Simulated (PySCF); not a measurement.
PySCF 2.14 output of an unrestricted MN15 calculation on a single atom or ion in cc-pVDZ-DK, with scalar relativity by spin-free X2C-1e:

```
SCF conv_tol = 1e-09
number electrons alpha = 8  beta = 6
    H. S. Yu, X. He, S. L. Li, and D. G. Truhlar.,  Chem. Sci. 7, 5032-5051 (2016)
    H. S. Yu, X. He, S. L. Li, and D. G. Truhlar.,  Chem. Sci. 7, 5032-5051 (2016)
cycle= 1 E= -397.974348194909  delta_E= -0.00514  |g|= 0.00953  |ddm|= 0.281
cycle= 2 E= -397.97442247615  delta_E= -7.43e-05  |g|= 0.00214  |ddm|= 0.0218
cycle= 3 E= -397.974426867731  delta_E= -4.39e-06  |g|= 0.000241  |ddm|= 0.00542
cycle= 4 E= -397.974426912238  delta_E= -4.45e-08  |g|= 1.48e-05  |ddm|= 0.000585
cycle= 5 E= -397.974426912393  delta_E= -1.55e-10  |g|= 5.88e-07  |ddm|= 6.74e-05
converged SCF energy = -397.974426912393  <S^2> = 2.0016044  2S+1 = 3.0010694
```

The run itself started from symmetry-adapted Hartree-Fock orbitals and held the occupation by maximum overlap, on a logarithmic radial grid, so the iterations belong to that start.

Which element, charge and spin multiplicity is this?

S²⁺ (sulfur, charge +2), multiplicity 3; the state was [Ne] 3s2 3p2, high-spin 3P determinant.
